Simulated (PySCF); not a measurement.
C₃H₈OSi, SMILES C[SiH2]CC=O.

Coordinates come from a B3LYP-D3(BJ)/def2-SVP optimisation. This is a generated structure with no PubChem entry under its InChIKey; it may be hypothetical. The values are those of a single conformer.

Method: PBE/def2-TZVP run with PySCF.

```yaml
total_energy: -483.53532 hartree
point_group: Cs
highest_occupied_level: -5.96 eV
lowest_empty_level: -1.98 eV
orbital_gap: 3.98 eV
dipole_moment: 3.07 D
quadrupole, principal values (traceless, Buckingham form, about the centre of nuclear charge): -8.00, 2.10, 5.90 D·Å
mean_static_polarisability: 67.9 bohr³ (10.07 Å³)
polarisability_principal_values: 54.8, 68.7, 80.3 bohr³
```
